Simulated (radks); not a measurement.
Coulomb parameter of the 4f shell of the erbium ion Er+ in the model configuration [Xe] 4f11 5d1 6s1, as a second difference U = [E(n + 0.5) + E(n - 0.5) - 2 E(n)] / (0.5)^2 with all orbitals relaxed. "Bare": the charge of the atom changes with n. "Screened": the 5d shell takes up the change at fixed total charge, which measures U(4f,4f) + U(5d,5d) - 2 U(4f,5d). Method: Dirac Kohn-Sham, PBE, spin-unpolarised, spherical densities, finite nucleus; open shells are shared between the two j in proportion to 2j + 1; Fermi nuclear charge, rms radius 5.2516 fm; computed with a radial shooting solver on a logarithmic mesh with Libxc functionals.

case                   configuration  E - E(n) (eV)
start              [Xe] 4f11 5d1 6s1          0.000
bare +0.5        [Xe] 4f11.5 5d1 6s1         -6.093
bare -0.5        [Xe] 4f10.5 5d1 6s1         10.080
screened +0.5  [Xe] 4f11.5 5d0.5 6s1         -3.295
screened -0.5  [Xe] 4f10.5 5d1.5 6s1          4.621

U(bare) = 15.946 eV, U(screened by 5d) = 5.304 eV, against the Slater integral F0(4f,4f) = 32.658 eV with frozen orbitals.
